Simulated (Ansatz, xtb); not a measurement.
Pulling on the Cd1–H2 bond in CdH4Si (SMILES [SiH3][CdH]) (multiplicity 1 held, fragments rigid). Energies count from the point at 1.699 Å.
Geometry at that point (charge 0, multiplicity 1):
```xyz
6

Cd    -0.5664    -0.3105    -0.0798
H     -2.0453    -1.1213    -0.2881
Si     1.6349     0.8963     0.2303
H      2.2491     0.5938     1.5500
H      1.4709     2.3720     0.1537
H      2.6257     0.5132    -0.8099
```

R- and RO- levels are restricted; in cc, def2 and unpolarised 6-31G sets they are followed outwards from rest. Curves can end on different states.

Correlated levels freeze the cores.

Codes used: Ansatz (Gaussian basis) for Hartree–Fock, density functionals and correlated methods; xtb for the GFN methods. Each number belongs to the level named beside it. In def2 rows elements past Kr take small-core potentials, without spin–orbit coupling. The GFN methods have no spin term and hold the electronic entropy of 300 K.

Question: One of these levels gives 542.2 kJ/mol for the energy at R = 5.438 Å. Which?
A. R-r2SCAN/def2-TZVPP
B. R-HF/def2-TZVPP
C. R-MP2/def2-TZVPP
D. GFN2-xTB

Answer: B, R-HF/def2-TZVPP. The others give 333.0 (GFN2-xTB), 411.4 (R-r2SCAN/def2-TZVPP), 449.5 (R-MP2/def2-TZVPP)

Doubts at one or more of the structures used: a restricted determinant that unrestricted orbitals would lower (R-HF/def2-TZVPP, R-r2SCAN/def2-TZVPP, R-MP2/def2-TZVPP).

Ansatz is a first-principles code.
